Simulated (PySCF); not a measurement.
PySCF 2.14 output of an unrestricted wB97M-V calculation on a single atom or ion in ANO-RCC-VTZP, with the spin-free X2C one-electron Hamiltonian (Gaussian nucleus):

```
SCF conv_tol = 1e-09
number electrons alpha = 5  beta = 4
    N. Mardirossian and M. Head-Gordon.,  J. Chem. Phys. 144, 214110 (2016)
cycle= 1 E= -128.298681826411  delta_E= -0.00447  |g|= 0.0169  |ddm|= 0.0459
cycle= 2 E= -128.298727554252  delta_E= -4.57e-05  |g|= 0.00487  |ddm|= 0.00493
cycle= 3 E= -128.29873151122  delta_E= -3.96e-06  |g|= 0.00177  |ddm|= 0.00196
cycle= 4 E= -128.298732091746  delta_E= -5.81e-07  |g|= 9.36e-05  |ddm|= 0.000558
cycle= 5 E= -128.298732095495  delta_E= -3.75e-09  |g|= 1.07e-05  |ddm|= 6.17e-05
cycle= 6 E= -128.298732095544  delta_E= -4.96e-11  |g|= 1.78e-07  |ddm|= 7.76e-06
converged SCF energy = -128.298732095544  <S^2> = 0.75117927  2S+1 = 2.0011789
```

The run itself started from symmetry-adapted Hartree-Fock orbitals and held the occupation by maximum overlap, on a logarithmic radial grid, so the iterations belong to that start.

**Question.** Which element, charge and spin multiplicity is this?

**Answer.** Ne⁺ (neon, charge +1), multiplicity 2; the state was [He] 2s2 2p5, 2P determinant.
